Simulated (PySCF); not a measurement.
A structure optimised at PBE-D3(BJ)/def2-SVP, used in a PySCF frequency run:

```
N
H 1 1.0273
Si 1 1.7471 2 114.79
O 3 1.6855 1 114.65 2 -68.84
H 4 0.9731 3 114.39 1 -62.64
Si 1 1.7634 2 115.30 3 -177.58
N 6 1.7417 1 118.77 2 70.21
H 7 1.0228 6 119.28 1 -79.59
H 7 1.0231 8 110.30 6 -145.39
H 3 1.4975 4 102.45 5 177.43
H 6 1.4999 7 107.94 8 162.09
H 6 1.5031 11 113.34 1 -117.97
H 3 1.5044 10 112.36 4 120.01
```

### Question
Write its SMILES and formula.

### Answer
N[SiH2]N[SiH2]O, H8N2OSi2

### Question
What are its rotational constants (standard atomic weights)?

### Answer
6.8133, 1.3421, 1.2046 GHz
